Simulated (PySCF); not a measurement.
Compound: C3H4FGa.
Bonds: C1–C2, C2–C3 (triple), C3–Ga4, Ga4–F5. Hydrogens: H6, H7, H8 on C1; H9 on Ga4.

Computed with PBE0-D3(BJ)/def2-SVP geometry optimisation, gas phase (PySCF).

(1) List the bond lengths and angles at this level.

## Answers

(1) 
| bond | length (Å) | order |
| --- | --- | --- |
| C1–C2 | 1.450 | single |
| C2≡C3 | 1.222 | triple |
| C3–Ga4 | 1.891 | single |
| Ga4–F5 | 1.756 | single |
| C1–H6, C1–H7, C1–H8 | 1.101 | single |
| Ga4–H9 | 1.551 | single |

Bonds in one row agree within 0.01 Å and their mean is given. Orders are formal, as drawn. A selection of angles:
| angle | degrees |
| --- | --- |
| C2–C1–H6 | 111.1 |
| H6–C1–H7 | 107.9 |
| C1–C2–C3 | 179.6 |
| C2–C3–Ga4 | 179.4 |
| C3–Ga4–F5 | 115.2 |
| C3–Ga4–H9 | 129.7 |
| F5–Ga4–H9 | 115.1 |

The C–C distances run from 1.222 Å (C2≡C3, drawn triple) to 1.450 Å (C1–C2, drawn single), a spread of 0.228 Å. The 5 heavy atoms lie in one plane (0.002 Å rms). Ga4 (gallium bonded to C, F and H) is planar (angles 129.7°, 115.2° and 115.1°, sum 360.0°, 0.00 Å off the plane of its three neighbours).

PBE0-D3(BJ)/def2-SVP frequencies: not computed here.

Hardware: one thread, Intel Xeon Platinum 8259CL at 2.50 GHz (x86_64), no GPU, shared host with 96 logical CPUs at a one-minute load of 24. Cost: 47 s wall, 0.44 GiB resident at most. This is the geometry optimisation.
